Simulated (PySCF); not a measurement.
C3H12GeO3Si, SMILES CO[Si]([O][GeH3])(OC)C, GFN2-xTB optimised geometry.

```
20

Si    -0.35     0.02     0.06
C     -0.63     1.03     1.65
O     -0.80     0.84    -1.27
C     -0.30     2.07    -1.71
O     -1.18    -1.39     0.01
C     -2.57    -1.50    -0.04
O      1.18    -0.51     0.00
Ge     1.51    -2.24     0.00
H     -0.52     0.42     2.54
H      0.09     1.84     1.73
H     -1.62     1.47     1.66
H      0.79     2.03    -1.81
H     -0.75     2.29    -2.67
H     -0.55     2.86    -1.00
H     -3.01    -1.21     0.92
H     -2.81    -2.54    -0.24
H     -2.98    -0.87    -0.83
H      0.95    -2.83     1.25
H      3.01    -2.24     0.00
H      0.95    -2.86    -1.24
```

Density from PBE0/def2-SVP run with PySCF 2.14.0 at that geometry.

Minimum of the electron density along straight lines between bonded atoms, close to the bond critical point (lines longer than 1.1 times the sum of covalent radii, or with two minima, are not listed):

| bond | length / Å | ρ at the minimum / e bohr⁻³ | ∇²ρ there / e bohr⁻⁵ | position (fraction from the first atom) |
|---|---|---|---|---|
| Si1–C2 | 1.900 | (withheld) | 0.30 | 0.38 |
| Si1–O3 | 1.625 | 0.130 | 1.08 | 0.41 |
| O3–C4 | 1.400 | 0.255 | -0.30 | 0.66 |
| Si1–O5 | 1.634 | 0.128 | 1.06 | 0.41 |
| O5–C6 | 1.403 | 0.254 | -0.30 | 0.66 |
| Si1–O7 | 1.623 | 0.133 | 1.11 | 0.41 |
| O7–Ge8 | 1.759 | 0.139 | (withheld) | 0.53 |
| C2–H9 | 1.085 | 0.272 | -0.97 | 0.63 |
| C2–H10 | 1.086 | 0.271 | -0.97 | 0.62 |
| C2–H11 | 1.086 | 0.271 | -0.96 | 0.62 |
| C4–H12 | 1.091 | 0.283 | -1.08 | 0.63 |
| C4–H13 | 1.090 | 0.283 | -1.09 | 0.64 |
| C4–H14 | 1.092 | 0.281 | -1.06 | 0.63 |
| C6–H15 | 1.092 | 0.281 | -1.06 | 0.63 |
| C6–H16 | 1.090 | 0.284 | -1.09 | 0.64 |
| C6–H17 | 1.090 | 0.283 | -1.09 | 0.64 |
| Ge8–H18 | 1.494 | 0.144 | 0.07 | 0.59 |
| Ge8–H19 | 1.500 | 0.143 | 0.07 | 0.59 |
| Ge8–H20 | 1.493 | 0.145 | 0.07 | 0.59 |

### Question
What belongs in the gaps?

### Answer

- Si1–C2, ρ at the minimum / e bohr⁻³: 0.114
- O7–Ge8, ∇²ρ there / e bohr⁻⁵: 0.74
